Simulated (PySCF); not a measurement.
Spin-rotation constants: SMILES [SiH3]/C=C/[SiH2]P, C$_{2}$H$_{9}$PSi$_{2}$

Geometry:
```tsv
atom	x (Å)	y (Å)	z (Å)
Si1	-2.709	0.626	0.006
C2	-0.847	0.349	0.042
C3	-0.229	-0.817	0.212
Si4	1.644	-1.023	0.258
P5	2.499	1.033	-0.003
H6	-3.389	-0.640	0.283
H7	-3.057	1.624	1.020
H8	-3.090	1.120	-1.320
H9	-0.222	1.232	-0.086
H10	-0.828	-1.711	0.343
H11	2.095	-1.521	1.564
H12	2.077	-1.975	-0.777
H13	2.258	1.102	-1.363
H14	3.797	0.601	-0.200
```

Theory: GIAO BP86/pcseg-1 magnetisability, rotational g tensor and spin-rotation constants, non-relativistic, gas phase in PySCF. Geometry: GFN2-xTB.

Task: Give the nuclear spin-rotation constants along the inertial axes (H = +C I·J) beside the isotropic shieldings.

Result: Rotational constants 4.7965, 0.9308, 0.7980 GHz. A star marks the isotopologue with that one atom substituted, in its own axes.
| atom | isotope | Caa (kHz) | Cbb (kHz) | Ccc (kHz) | mean (kHz) | σ (ppm) |
| --- | --- | --- | --- | --- | --- | --- |
| P5 | 31P | 3.607 | 0.861 | 0.695 | 1.721 | 617.6 |
| H6 | 1H | -0.317 | 0.017 | -0.080 | -0.127 | 27.8 |
| H7 | 1H | -0.396 | -0.051 | -0.005 | -0.150 | 27.5 |
| H8 | 1H | -0.389 | -0.064 | 0.005 | -0.149 | 27.5 |
| H9 | 1H | -0.179 | 0.054 | -0.098 | -0.074 | 24.8 |
| H10 | 1H | -0.206 | 0.063 | -0.097 | -0.080 | 24.5 |
| H11 | 1H | -0.359 | -0.063 | 0.003 | -0.140 | 27.2 |
| H12 | 1H | -0.341 | -0.055 | -0.002 | -0.132 | 26.8 |
| H13 | 1H | -0.547 | -0.099 | 0.002 | -0.215 | 30.8 |
| H14 | 1H | 0.046 | -0.101 | -0.097 | -0.050 | 30.8 |
| Si1 | 29Si* | -2.517 | -0.518 | -0.496 | -1.177 | 400.6 |
| C2 | 13C* | 2.126 | 0.423 | 0.086 | 0.878 | 42.8 |
| C3 | 13C* | 2.079 | 0.416 | 0.092 | 0.863 | 44.0 |
| Si4 | 29Si* | -2.659 | -0.534 | -0.522 | -1.238 | 380.4 |

For the geometry as given, no vibrational averaging.
